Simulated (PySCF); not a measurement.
SMILES [O]S(=O)(=O)O, doublet (CAM-B3LYP/def2-SVP optimised geometry):

```
6

O     -1.076     0.971     0.000
S     -0.351    -0.337     0.000
O     -1.077    -0.971    -1.144
O      1.077    -0.337     0.000
O     -0.784    -1.116     1.323
H     -1.753    -1.157     1.388
```

Level of theory: unrestricted CAM-B3LYP/def2-TZVP (PySCF).

Task: What are the frontier orbital energies (α orbitals alone; a β orbital can be the lowest empty one) and the dipole moment?

Result: HOMO-2 -12.32 eV, HOMO-1 -12.22 eV, HOMO -11.81 eV, LUMO 0.76 eV, LUMO+1 3.02 eV; dipole moment 2.86 D.

On the same geometry unrestricted PBE/def2-TZVP (PySCF) gives HOMO-2 -8.94 eV, HOMO-1 -8.72 eV, HOMO -8.41 eV, LUMO -1.01 eV, LUMO+1 0.66 eV; dipole moment 2.64 D.

Meta-Löwdin charges at CAM-B3LYP/def2-TZVP: O1 -0.59, S2 2.20, O3 -0.59, O4 -0.73, O5 -0.66, H6 0.38.
